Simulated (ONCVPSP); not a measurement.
# Br (Z = 35): excitation energies, all-electron against ONCV

```
Element                 : Br
Generator               : ONCVPSP 4.0.1
Type                    : optimised norm-conserving Vanderbilt (ONCV)
Functional              : LDA (Perdew-Wang 92)
Relativity              : scalar-relativistic
Frozen core             : [Ne]
Valence charge          : 25
Reference configuration : 3s2 3p6 3d10 4s2 4p3 (charge +2)
Partial waves           : 3s+4s: rc 0.75 bohr, ncon 4, nbas 8, qcut 18.4 1/bohr, 2 projectors; 3p+4p: rc 0.95 bohr, ncon 3, nbas 6, qcut 12.9 1/bohr, 2 projectors; 3d: rc 0.60 bohr, ncon 5, nbas 10, qcut 24 1/bohr, 2 projectors, debl 1.2 Ha
Local potential         : polynomial inside 0.45 bohr (lpopt 3, dvloc0 -1 Ha)
Core correction         : polynomial model core, fcfact 0.6
```

In the d channel the program set the typed energies aside and used -3.347, 0.250 Ha.

Energies are relative to the spin-unpolarised reference configuration 3s2 3p6 3d10 4s2 4p3; without spin polarisation the order of configurations can differ from experiment.

Question: Give the all-electron excitation energy and the error of the potential for: 3s2 3p6 3d10 4s2 4p5; 3s2 3p6 3d10 4s2 4p4; 3s2 3p6 3d10 4s2 4p2; 3s2 3p6 3d10 4s1 4p6.

Answer:

```
valence configuration  charge  ΔE all-electron (eV)  error AE − PS (meV)
 3s2 3p6 3d10 4s2 4p5       0               -35.645                 +3.4
 3s2 3p6 3d10 4s2 4p4      +1               -22.941                 +2.3
 3s2 3p6 3d10 4s2 4p2      +3                34.220                 -3.3
 3s2 3p6 3d10 4s1 4p6       0               -23.224                 +3.4
```
